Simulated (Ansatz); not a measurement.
Pd₂Au₄, relaxed as a singlet with RKS B3LYP-D4/def2-SVP in Ansatz, starting from the GFN2-xTB geometry. Force threshold 0.02 eV/Å.

In the def2 sets Au, Pd take a core potential; there is no spin–orbit coupling. The restricted singlet is unstable towards broken spin symmetry at other levels; at B3LYP-D4/def2-SVP this wasn't settled. The relaxation made no stability test and no search for a lower SCF solution. No other spin state of charge 0 was run. Another isomer (singlet) lies 0.42 eV lower at PBE0-D4/def2-TZVP; other spin states weren't run for this one.

Start:

```xyz
6

Pd   -1.506    0.112    0.382
Pd    0.477   -1.073   -1.025
Au    2.889   -0.253   -0.777
Au   -0.972    2.055    1.961
Au   -1.973   -1.850   -1.219
Au    1.085    1.009    0.678
```

| step | energy (eV) | largest force component (eV/Å) | SCF passes |
| --- | --- | --- | --- |
| 1 | -21745.0041 | 0.768 | 30 |
| 2 | -21745.0961 | 0.413 | 36 |
| 3 | -21745.1279 | 0.201 | 38 |
| 4 | -21745.1322 | 0.013 | 39 |

Force components are those of the run's own axes.

End:

Cartesian coordinates in Å:
```
Pd -1.500 0.056 0.335
Pd 0.403 -1.082 -1.015
Au 2.918 -0.229 -0.760
Au -0.944 2.081 1.980
Au -2.048 -1.919 -1.268
Au 1.171 1.093 0.729
```

By distances, no bond broke or formed. The bond that changes most is Pd1–Au6, from 2.76 to 2.89 Å (atoms count from 1).

No frequencies were taken in this run, so the end may be a saddle point.

Hardware: 4 threads of Intel Xeon 6975P-C on a shared host. Wall time 20 s, peak host memory 0.78 GiB.
